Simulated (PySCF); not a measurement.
SMILES CB([SiH2]N)C, singlet (GFN2-xTB optimised geometry):

```
15

Si    -0.081     0.345     0.000
N     -0.437     2.043     0.000
B     -0.952    -0.509    -1.539
C     -0.591    -1.996    -1.914
C     -2.012     0.252    -2.423
H      1.394     0.345     0.000
H     -0.431    -0.298     1.296
H     -0.016     2.620     0.710
H     -1.394     2.330    -0.131
H     -1.348    -2.509    -2.505
H     -0.347    -2.620    -1.056
H      0.312    -1.969    -2.529
H     -2.184    -0.193    -3.402
H     -1.772     1.305    -2.566
H     -2.971     0.233    -1.901
```

Level of theory: PBE0/def2-TZVP (PySCF).

Question: What are the frontier orbital energies and the dipole moment?

Answer: HOMO-2 -8.91 eV, HOMO-1 -7.79 eV, HOMO -6.99 eV, LUMO -1.39 eV, LUMO+1 0.51 eV; dipole moment 1.15 D.

Meta-Löwdin charges at PBE0/def2-TZVP: Si1 0.60, N2 -0.75, B3 0.06, C4 -0.46, C5 -0.46, H6 -0.10, H7 -0.13, H8 0.23, H9 0.23, H10 0.12, H11 0.13, H12 0.15, H13 0.12, H14 0.13, H15 0.14.
